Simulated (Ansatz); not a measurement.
Input for Ansatz (an electronic-structure program): R-B3LYP-D3(BJ)/def2-TZVP on HOTa (SMILES [OH][Ta]), 2S+1 = 1, a spin state set in the input, which need not be the lowest. Elements past Kr take the def2 small-core potentials; no spin–orbit coupling.

Ansatz 0.2 input:
```yaml
crystal:
  periodic: [false, false, false]
  atoms:
    - {symbol: Ta, position_ang: [-0.98595079, -0.83285018, -0.87736551]}
    - {symbol: O, position_ang: [0.15377633, 0.14121317, 0.12633414]}
    - {symbol: H, position_ang: [0.79900574, 0.73900861, 0.68081174]}
basis:
  gaussian:
    orbitals: def2-TZVP
hamiltonian:
  xc: b3lyp
  dispersion: d3bj
relax: {f_tol: 0.005, max_steps: 120}
```

Program output:

```
WARN ansatz: RAYON_NUM_THREADS=1 ignored (pool sized by the plan → 1); use --threads N
Functional definition: B3LYP
integrals: 0.02 GiB planned
569 factors; their error is unknown
mean field: 0.17 GiB planned
mean field evaluation 1: about -3607.3162 eV, gradient 5.8e1 eV
mean field evaluation 2: about -3561.1328 eV, gradient 1.6e2 eV
mean field evaluation 4: about -3612.7709 eV, gradient 8.5e0 eV
mean field evaluation 8: about -3612.9673 eV, gradient 1.4e-1 eV
mean field evaluation 16: about -3612.9673 eV, gradient 3.7e-5 eV
mean field evaluation 32: about -3612.9673 eV, gradient 2.2e-10 eV
mean field -3612.96734259 eV, -132.7741008829 hartree, gradient 2.1e-10 eV, S^2 0.000000; 3 other end points of the search recorded, 0 dependent functions left out
the calculation of the forces begins
reference -3612.96752488 eV, -132.7741075819 hartree; 11, 11 occupied and 66, 66 virtual orbitals, 569 factors
relax step   1: F+E_penalty+E_count = -3613.03416134 eV  Δ(F+E_penalty+E_count) = +0.000e0 eV  max|allowed force component| = 2.381e0 eV/Å  Δτ_max = 0.0000 Å  (239 SCF iters, accepted)
these checks for a lower state are left out or cut short: starts, cluster_reference, orbital_swaps, neighbouring_geometries, increment
integrals: 0.02 GiB planned
569 factors; their error is unknown
mean field: 0.17 GiB planned
mean field evaluation 64: about -3613.1160 eV, gradient 4.4e-6 eV
mean field -3613.11603791 eV, -132.7795653353 hartree, gradient 6.3e-11 eV, S^2 0.000000; 0 other end points of the search recorded, 0 dependent functions left out
the calculation of the forces begins
reference -3613.11621993 eV, -132.7795720241 hartree; 11, 11 occupied and 66, 66 virtual orbitals, 569 factors
relax step   2: F+E_penalty+E_count = -3613.18284912 eV  Δ(F+E_penalty+E_count) = -1.487e-1 eV  max|allowed force component| = 6.944e-1 eV/Å  Δτ_max = 0.0389 Å  (156 SCF iters, accepted)
these checks for a lower state are left out or cut short: starts, cluster_reference, orbital_swaps, neighbouring_geometries, increment
integrals: 0.02 GiB planned
569 factors; their error is unknown
mean field: 0.17 GiB planned
mean field -3613.12655696 eV, -132.7799519030 hartree, gradient 3.9e-6 eV, S^2 0.000000; 0 other end points of the search recorded, 0 dependent functions left out
the calculation of the forces begins
reference -3613.12673888 eV, -132.7799585885 hartree; 11, 11 occupied and 66, 66 virtual orbitals, 569 factors
relax step   3: F+E_penalty+E_count = -3613.19335158 eV  Δ(F+E_penalty+E_count) = -1.050e-2 eV  max|allowed force component| = 1.529e-1 eV/Å  Δτ_max = 0.0159 Å  (90 SCF iters, accepted)
these checks for a lower state are left out or cut short: starts, cluster_reference, orbital_swaps, neighbouring_geometries, increment
integrals: 0.02 GiB planned
569 factors; their error is unknown
mean field: 0.17 GiB planned
mean field evaluation 96: about -3613.1271 eV, gradient 7.8e-8 eV
mean field -3613.12710325 eV, -132.7799719788 hartree, gradient 3.1e-11 eV, S^2 0.000000; 0 other end points of the search recorded, 0 dependent functions left out
the calculation of the forces begins
reference -3613.12728519 eV, -132.7799786651 hartree; 11, 11 occupied and 66, 66 virtual orbitals, 569 factors
relax step   4: F+E_penalty+E_count = -3613.19390227 eV  Δ(F+E_penalty+E_count) = -5.507e-4 eV  max|allowed force component| = 7.839e-3 eV/Å  Δτ_max = 0.0031 Å  (161 SCF iters, accepted)
these checks for a lower state are left out or cut short: starts, cluster_reference, orbital_swaps, neighbouring_geometries, increment
integrals: 0.02 GiB planned
569 factors; their error is unknown
mean field: 0.17 GiB planned
mean field -3613.12702576 eV, -132.7799691311 hartree, gradient 4.4e-11 eV, S^2 0.000000; 0 other end points of the search recorded, 0 dependent functions left out
the calculation of the forces begins
reference -3613.12720776 eV, -132.7799758197 hartree; 11, 11 occupied and 66, 66 virtual orbitals, 569 factors
relax step   5: F+E_penalty+E_count = -3613.19382436 eV  Δ(F+E_penalty+E_count) = +7.791e-5 eV  max|allowed force component| = 9.677e-2 eV/Å  Δτ_max = 0.0073 Å  (129 SCF iters, rejected (line search))
these checks for a lower state are left out or cut short: starts, cluster_reference, orbital_swaps, neighbouring_geometries, increment
integrals: 0.02 GiB planned
569 factors; their error is unknown
mean field: 0.17 GiB planned
mean field evaluation 128: about -3613.1271 eV, gradient 3.3e-6 eV
mean field -3613.12713279 eV
[...]
tep  13: F+E_penalty+E_count = -3613.19515687 eV  Δ(F+E_penalty+E_count) = -4.688e-5 eV  max|allowed force component| = 1.527e-2 eV/Å  Δτ_max = 0.0011 Å  (180 SCF iters, accepted)
these checks for a lower state are left out or cut short: starts, cluster_reference, orbital_swaps, neighbouring_geometries, increment
integrals: 0.02 GiB planned
569 factors; their error is unknown
mean field: 0.17 GiB planned
mean field evaluation 384: about -3613.1285 eV, gradient 1.3e-5 eV
mean field -3613.12852285 eV, -132.7800241482 hartree, gradient 2.6e-10 eV, S^2 0.000000; 0 other end points of the search recorded, 0 dependent functions left out
the calculation of the forces begins
reference -3613.12870572 eV, -132.7800308688 hartree; 11, 11 occupied and 66, 66 virtual orbitals, 569 factors
relax step  14: F+E_penalty+E_count = -3613.19530994 eV  Δ(F+E_penalty+E_count) = -1.531e-4 eV  max|allowed force component| = 6.593e-2 eV/Å  Δτ_max = 0.0065 Å  (197 SCF iters, accepted)
these checks for a lower state are left out or cut short: starts, cluster_reference, orbital_swaps, neighbouring_geometries, increment
integrals: 0.02 GiB planned
569 factors; their error is unknown
mean field: 0.17 GiB planned
mean field evaluation 416: about -3613.1292 eV, gradient 1.3e-3 eV
mean field -3613.12921485 eV, -132.7800495787 hartree, gradient 8.7e-10 eV, S^2 0.000000; 0 other end points of the search recorded, 0 dependent functions left out
the calculation of the forces begins
reference -3613.12939813 eV, -132.7800563140 hartree; 11, 11 occupied and 66, 66 virtual orbitals, 569 factors
relax step  15: F+E_penalty+E_count = -3613.19598920 eV  Δ(F+E_penalty+E_count) = -6.793e-4 eV  max|allowed force component| = 1.268e-1 eV/Å  Δτ_max = 0.0226 Å  (283 SCF iters, accepted)
these checks for a lower state are left out or cut short: starts, cluster_reference, orbital_swaps, neighbouring_geometries, increment
integrals: 0.02 GiB planned
569 factors; their error is unknown
mean field: 0.17 GiB planned
mean field evaluation 448: about -3613.1320 eV, gradient 1.4e-5 eV
mean field -3613.13196456 eV, -132.7801506288 hartree, gradient 9.5e-6 eV, S^2 0.000000; 0 other end points of the search recorded, 0 dependent functions left out
the calculation of the forces begins
reference -3613.13214871 eV, -132.7801573962 hartree; 11, 11 occupied and 66, 66 virtual orbitals, 569 factors
relax step  16: F+E_penalty+E_count = -3613.19869510 eV  Δ(F+E_penalty+E_count) = -2.706e-3 eV  max|allowed force component| = 1.235e-1 eV/Å  Δτ_max = 0.0514 Å  (67 SCF iters, accepted)
these checks for a lower state are left out or cut short: starts, cluster_reference, orbital_swaps, neighbouring_geometries, increment
integrals: 0.02 GiB planned
569 factors; their error is unknown
mean field: 0.17 GiB planned
mean field -3613.13315300 eV, -132.7801943031 hartree, gradient 9.8e-6 eV, S^2 0.000000; 0 other end points of the search recorded, 0 dependent functions left out
the calculation of the forces begins
reference -3613.13333754 eV, -132.7802010847 hartree; 11, 11 occupied and 66, 66 virtual orbitals, 569 factors
relax step  17: F+E_penalty+E_count = -3613.19982184 eV  Δ(F+E_penalty+E_count) = -1.127e-3 eV  max|allowed force component| = 2.576e-1 eV/Å  Δτ_max = 0.0298 Å  (62 SCF iters, accepted)
these checks for a lower state are left out or cut short: starts, cluster_reference, orbital_swaps, neighbouring_geometries, increment
integrals: 0.02 GiB planned
569 factors; their error is unknown
mean field: 0.17 GiB planned
mean field evaluation 480: about -3613.1338 eV, gradient 7.0e-6 eV
mean field -3613.13375577 eV, -132.7802164547 hartree, gradient 7.0e-6 eV, S^2 0.000000; 0 other end points of the search recorded, 0 dependent functions left out
the calculation of the forces begins
reference -3613.13394050 eV, -132.7802232434 hartree; 11, 11 occupied and 66, 66 virtual orbitals, 569 factors
relax step  18: F+E_penalty+E_count = -3613.20037756 eV  Δ(F+E_penalty+E_count) = -5.557e-4 eV  max|allowed force component| = 3.225e-1 eV/Å  Δτ_max = 0.0166 Å  (60 SCF iters, accepted)
these checks for a lower state are left out or cut short: starts, cluster_reference, orbital_swaps, neighbouring_geometries, increment
integrals: 0.02 GiB planned
569 factors; their error is unknown
mean field: 0.17 GiB planned
mean field -3613.13531131 eV, -132.7802736194 hartree, gradient 9.8e-6 eV, S^2 0.000000; 0 other end points of the search recorded, 0 dependent functions left out
the calculation of the forces begins
reference -3613.13549634 eV, -132.7802804194 hartree; 11, 11 occupied and 66, 66 virtual orbitals, 569 factors
relax step  19: F+E_penalty+E_count = -3613.20184091 eV  Δ(F+E_penalty+E_count) = -1.463e-3 eV  max|allowed force component| = 3.506e-1 eV/Å  Δτ_max = 0.0273 Å  (59 SCF iters, accepted)
these checks for a lower state are left out or cut short: starts, cluster_reference, orbital_swaps, neighbouring_geometries, increment
integrals: 0.02 GiB planned
569 factors; their error is unknown
mean field: 0.17 GiB planned
mean field -3613.13637086 eV, -132.7803125572 hartree, gradient 3.5e-6 eV, S^2 0.000000; 0 other end points of the search recorded, 0 dependent functions left out
the calculation of the forces begins
reference -3613.13655661 eV, -132.7803193836 hartree; 11, 11 occupied and 66, 66 virtual orbitals, 569 factors
relax step  20: F+E_penalty+E_count = -3613.20266844 eV  Δ(F+E_penalty+E_count) = -8.275e-4 eV  max|allowed force component| = 4.962e-1 eV/Å  Δτ_max = 0.0683 Å  (71 SCF iters, accepted)
these checks for a lower state are left out or cut short: starts, cluster_reference, orbital_swaps, neighbouring_geometries, increment
integrals: 0.02 GiB planned
569 factors; their error is unknown
mean field: 0.17 GiB planned
mean field evaluation 512: about -3613.1394 eV, gradient 5.8e-3 eV
mean field -3613.13980713 eV, -132.7804388378 hartree, gradient 2.6e-6 eV, S^2 0.000000; 0 other end points of the search recorded, 0 dependent functions left out
the calculation of the forces begins
reference -3613.13999291 eV, -132.7804456653 hartree; 11, 11 occupied and 66, 66 virtual orbitals, 569 factors
relax step  21: F+E_penalty+E_count = -3613.20597097 eV  Δ(F+E_penalty+E_count) = -3.303e-3 eV  max|allowed force component| = 1.218e-2 eV/Å  Δτ_max = 0.0119 Å  (65 SCF iters, accepted)
these checks for a lower state are left out or cut short: starts, cluster_reference, orbital_swaps, neighbouring_geometries, increment
integrals: 0.02 GiB planned
569 factors; their error is unknown
mean field: 0.17 GiB planned
mean field -3613.13980593 eV, -132.7804387937 hartree, gradient 3.8e-6 eV, S^2 0.000000; 0 other end points of the search recorded, 0 dependent functions left out
the calculation of the forces begins
reference -3613.13999172 eV, -132.7804456213 hartree; 11, 11 occupied and 66, 66 virtual orbitals, 569 factors
relax step  22: F+E_penalty+E_count = -3613.20597352 eV  Δ(F+E_penalty+E_count) = -2.549e-6 eV  max|allowed force component| = 9.462e-5 eV/Å  Δτ_max = 0.0003 Å  (65 SCF iters, accepted)
integrals: 0.02 GiB planned
569 factors; their error is unknown
mean field: 0.17 GiB planned
mean field evaluation 544: about -3612.9111 eV, gradient 9.1e0 eV
mean field evaluation 576: about -3612.9932 eV, gradient 3.0e0 eV
mean field -3613.13980593 eV, -132.7804387937 hartree, gradient 3.8e-6 eV, S^2 0.000000; 4 other end points of the search recorded, 0 dependent functions left out
the calculation of the forces begins
reference -3613.13999172 eV, -132.7804456213 hartree; 11, 11 occupied and 66, 66 virtual orbitals, 569 factors
Total energy: -3613.20615931 eV, -132.7828772354 hartree
Atom 0 at    -0.959170    -0.704523    -0.885043 Å, force     0.000088     0.000053     0.000084 eV/Å
Atom 1 at     0.269036    -0.055132     0.315258 Å, force    -0.000095    -0.000085    -0.000082 eV/Å
Atom 2 at     0.656966     0.807027     0.499565 Å, force     0.000007     0.000032    -0.000002 eV/Å
Dipole moment:     0.048114     0.222696    -0.011463 e Å
```

The calculation finished and met its thresholds.

Cost: very roughly 100 core-seconds.
